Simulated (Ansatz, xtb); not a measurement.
# AlF2H4NSi: where a starting geometry ends

The starting geometry of this gas-phase singlet was built from a drawn formula by distance geometry and a force field; its bonds are those of `[F][AlH-]([F])[NH2+][SiH]`.

```xyz
9

Al    0.2986   -2.2735    2.0057
F     1.8173   -1.7880    2.8814
F     0.5522   -3.8236    1.0794
N    -0.1478   -0.8622    0.7240
Si   -1.7927   -1.2156    0.0897
H    -0.8724   -2.4374    3.0691
H    -0.1835    0.0665    1.2662
H     0.5205   -0.7878   -0.0235
H    -1.7381   -2.4665   -0.6916
```

Question: Predict what becomes of its bonds when it is optimised with r2SCAN-D4/def2-SVP.

Answer: A new bond forms, giving a structure with H6 bridging Si5 and Al1, given below by its coordinates. Distances that change by over a tenth: Al1–Si5 (3.03 → 2.65 Å), N4–Si5 (1.80 → 1.99 Å). Contacts that close: Si5–H6 (3.35 → 1.66 Å).

The energy falls by 2.22 eV over 16 steps:

| step | E − E(last) (eV) |
| --- | --- |
| 1 | 2.222 |
| 3 | 1.135 |
| 4 | 0.967 |
| 6 | 0.608 |
| 8 | 0.144 |
| 9 | 0.039 |
| 11 | 0.002 |
| 13 | 0.000 |
| 14 | 0.000 |
| 16 | 0.000 |

Final geometry (Å):

```yaml
atoms:
  - { symbol: Al, position_ang: [0.4461, -2.3025, 1.7994] }
  - { symbol: F, position_ang: [1.1691, -1.7932, 3.2077] }
  - { symbol: F, position_ang: [1.0106, -3.6640, 1.0341] }
  - { symbol: N, position_ang: [0.0474, -0.8614, 0.6335] }
  - { symbol: Si, position_ang: [-1.8593, -1.3073, 0.9632] }
  - { symbol: H, position_ang: [-1.2645, -2.2856, 2.1621] }
  - { symbol: H, position_ang: [0.2954, 0.0836, 0.9326] }
  - { symbol: H, position_ang: [0.3121, -0.9588, -0.3485] }
  - { symbol: H, position_ang: [-1.7029, -2.4988, 0.0164] }
```

From the same start GFN2-xTB ends elsewhere, differing in Si5–H6 (3.04 against 1.66 Å here).

The end wasn't checked by frequencies. Run with Ansatz 0.2.0, 19 s on 2 threads of Intel(R) Xeon(R) 6975P-C (Granite Rapids) (shared host).
